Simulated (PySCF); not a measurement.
## A ladder of Hamiltonians for Pt⁷⁶⁺ (platinum, charge +76)

Occupied: 1s1/2. Hartree-Fock calculated with PySCF 2.14 in an uncontracted even-tempered set (18 s from 22 bohr⁻², ratio 2.3; 15 p from 26 bohr⁻², ratio 2.3), Gaussian nucleus throughout. NR is non-relativistic, sf-X2C the spin-free one-electron X2C Hamiltonian, X2C adds the bare one-electron spin-orbit term, X2C-SNSO screens it by Boettger's factors, DC is four-component Dirac-Coulomb, and the Gaunt and Breit terms are added at first order (total energies over the DC spinors, levels after relaxing the spinors in that mean field). QED terms are absent. Levels marked empty are virtual spinors of this ion.

```
Hamiltonian  E (hartree)  E − E(DC) (hartree)  CPU seconds
         NR   -6034.8534             583.5742         0.41
     sf-X2C   -6614.8417               3.5859         0.24
        X2C   -6614.8417               3.5859         0.25
   X2C-SNSO   -6614.8417               3.5859         0.25
         DC   -6618.4276               0.0000          4.1
   DC+Gaunt   -6611.4534               6.9742          6.7
   DC+Breit   -6611.4534               6.9742           59
```

Question: Give the 2p spin-orbit interval with each Hamiltonian that has one.

Answer: X2C 1976; X2C-SNSO 1948; DC 1936; DC+Gaunt 1912; DC+Breit 1912 (eV).

| level (eV) | NR | sf-X2C | X2C | X2C-SNSO | DC | DC+Gaunt | DC+Breit |
| --- | --- | --- | --- | --- | --- | --- | --- |
| 1s1/2 | -81448.2 | -89192.3 | -89192.3 | -89192.3 | -89289.1 | -89100.7 | -89100.7 |
| 2s1/2 (empty) | -19855.6 | -22237.5 | -22237.5 | -22237.5 | -22248.9 | -22227.2 | -22229.9 |
| 2p1/2 (empty) | -19709.5 | -20633.7 | -22060.1 | -22038.0 | -22033.7 | -21988.3 | -21994.5 |
| 2p3/2 (empty) | -19709.5 | -20633.7 | -20083.9 | -20090.4 | -20097.6 | -20076.3 | -20082.5 |
| 3s1/2 (empty) | -8788.5 | -9614.3 | -9614.3 | -9614.3 | -9617.6 | -9611.5 | -9612.3 |

Weight of the small component: 1s1/2 0.0880, 2s1/2 0.0218, 2p1/2 0.0217, 2p3/2 0.0198, 3s1/2 0.00944.

Koopmans' value for the highest occupied level at DC+Breit: 89100.7 eV, against an ionisation energy of 88955.1 ± 0.3 eV (theoretical estimate listed by NIST; NIST Atomic Spectra Database, ionization energies); the former lacks relaxation, correlation, QED and recoil.

The whole ladder took 73 s of wall time on 1 thread of Neoverse-V1 (shared host), launched as `OMP_NUM_THREADS=1 python relrun2.py TASK.json OUT` (a driver that calls PySCF for each Hamiltonian).
